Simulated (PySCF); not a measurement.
SMILES F[SiH2]C#C[SiH](F)F (C2H3F3Si2) (CAM-B3LYP/def2-SVP optimised geometry):

```
10

Si    -0.572    -0.320     0.000
F      1.045    -0.320     0.000
C     -1.144    -1.154    -1.533
C     -1.543    -1.702    -2.545
Si    -2.073    -2.526    -4.080
F     -2.962    -3.807    -3.701
F     -3.014    -1.522    -4.906
H     -1.044     1.081     0.000
H     -1.045    -1.081     1.176
H     -0.945    -2.945    -4.923
```

Computed with CAM-B3LYP/def2-TZVP (PySCF).

Problem. What are the frontier orbital energies and the dipole moment?

Solution. HOMO-2 -11.94 eV, HOMO-1 -10.54 eV, HOMO -10.35 eV, LUMO -0.68 eV, LUMO+1 -0.34 eV; dipole moment 0.98 D.

On the same geometry PBE/def2-TZVP (PySCF) gives HOMO-2 -8.94 eV, HOMO-1 -7.98 eV, HOMO -7.78 eV, LUMO -2.67 eV, LUMO+1 -2.37 eV; dipole moment 0.93 D.

Meta-Löwdin charges at CAM-B3LYP/def2-TZVP: Si1 0.99, F2 -0.50, C3 -0.25, C4 -0.30, Si5 1.37, F6 -0.49, F7 -0.49, H8 -0.10, H9 -0.10, H10 -0.12.
